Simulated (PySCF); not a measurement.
## Basis and Hamiltonian dependence of the excitation energy of Ca

Ca [Ar] 4s2 (1S) → Ca [Ar] 3d2 (3F). All values are computed (PySCF 2.14, energy differences of UHF-based or UKS calculations, no spin-orbit coupling). Values in eV.

| basis | Hamiltonian | functions | UHF | LDA | PBE0 | MP2 (valence) | CCSD(T) (valence) | CCSD(T) (valence and next inner shell) |
| --- | --- | --- | --- | --- | --- | --- | --- | --- |
| aug-cc-pVDZ-X2C | spin-free X2C | 36 | 5.569 | 4.430 | 4.560 | 5.906 | 5.976 | n/a |
| x2c-TZVPPall | spin-free X2C | 36 | 5.962 | 4.904 | 5.007 | 6.364 | 6.541 | 6.887 |
| def2-TZVPPD | non-relativistic | 36 | 5.832 | 4.751 | 4.862 | 6.233 | 6.410 | n/a |
| x2c-TZVPPall with one added diffuse shell each of s, p, d type | spin-free X2C | 45 | 5.671 | 4.629 | 4.743 | 6.028 | 6.102 | 6.487 |
| def2-QZVPPD | non-relativistic | 70 | 5.315 | 4.188 | 4.323 | 5.667 | 5.712 | 5.621 |
| x2c-QZVPPall | spin-free X2C | 73 | 5.443 | 4.337 | 4.465 | 5.803 | 5.860 | 5.777 |
| dyall-av2z | non-relativistic | 76 | 6.560 | 6.151 | 6.080 | 7.013 | 7.189 | n/a |
| aug-cc-pwCVTZ-X2C | spin-free X2C | 84 | 5.404 | 4.309 | 4.440 | 5.739 | 5.730 | 5.737 |
| x2c-QZVPPall with one added diffuse shell each of s, p, d, f type | spin-free X2C | 89 | 5.400 | 4.285 | 4.421 | 5.733 | 5.726 | 5.681 |
| aug-cc-pVQZ-X2C | spin-free X2C | 93 | 5.419 | 4.270 | 4.401 | 5.761 | 5.750 | n/a |
| dyall-av3z | spin-free X2C | 132 | 6.115 | 5.471 | 5.472 | 6.492 | n/a | n/a |
| aug-cc-pwCVQZ-X2C | spin-free X2C | 150 | 5.375 | 4.259 | 4.384 | 5.719 | n/a | n/a |

Estimate the row for aug-cc-pVTZ-X2C (spin-free X2C, 59 functions).

From the rows with the same Hamiltonian and similar size; the calculation gives UHF 5.45; LDA 4.32; PBE0 4.45; MP2 (valence) 5.79; CCSD(T) (valence) 5.78 (eV).

Frozen in the all-electron rows: valence: [Ar]; valence and next inner shell: [Ne].

At UHF, x2c-TZVPPall, def2-QZVPPD, dyall-av2z, dyall-av3z lie more than 0.3 eV from the median of the rows with comparable relativity. Of these, x2c-TZVPPall has no diffuse functions of the l that the added or promoted electron needs.

Non-relativistic rows lack the scalar-relativistic shift.
